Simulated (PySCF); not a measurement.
Static polarisabilities and like-pair C6 coefficients by linear response at CAM-B3LYP/def2-SVPD (PySCF, frozen core in the response, non-relativistic, gas phase), PBE0-D3(BJ)/def2-SVP geometries, one conformer each; atomic units unless stated.

```
label                 species     α    C6
    P           `O=CC1=CCCC1`  73.7  2197
    Q  `F[Si]1(O[SiH3])CCCC1`  96.2  3854
    R      `[SiH3]SC1=CC=CO1`  97.3  3350
    S   `C=C[C@H](CF)C(=O)OC`  80.8  2910
    T      `C(/C=C/C=C)(C)=O`  86.5  2535
```

**Question.** Estimate the unlike-pair coefficients by the rule C6(AB) = 2·C6(AA)·C6(BB) / [C6(AA)·αB/αA + C6(BB)·αA/αB], and compare with the geometric mean, for PQ, PR, PS, PT, QR, QT, RS and RT.

**Answer.** 
```json
{"pair": "PQ", "combination rule": "2909", "geometric mean": "2910", "ratio": "1.000"}
{"pair": "PR", "combination rule": "2707", "geometric mean": "2713", "ratio": "0.998"}
{"pair": "PS", "combination rule": "2525", "geometric mean": "2528", "ratio": "0.999"}
{"pair": "PT", "combination rule": "2350", "geometric mean": "2360", "ratio": "0.996"}
{"pair": "QR", "combination rule": "3582", "geometric mean": "3593", "ratio": "0.997"}
{"pair": "QT", "combination rule": "3109", "geometric mean": "3126", "ratio": "0.995"}
{"pair": "RS", "combination rule": "3102", "geometric mean": "3122", "ratio": "0.994"}
{"pair": "RT", "combination rule": "2913", "geometric mean": "2914", "ratio": "1.000"}
```

The rule is exact for one-pole polarisabilities and never exceeds the geometric mean; the two meet where both partners have the same effective excitation energy. These unlike-pair values are estimates, not computed integrals.
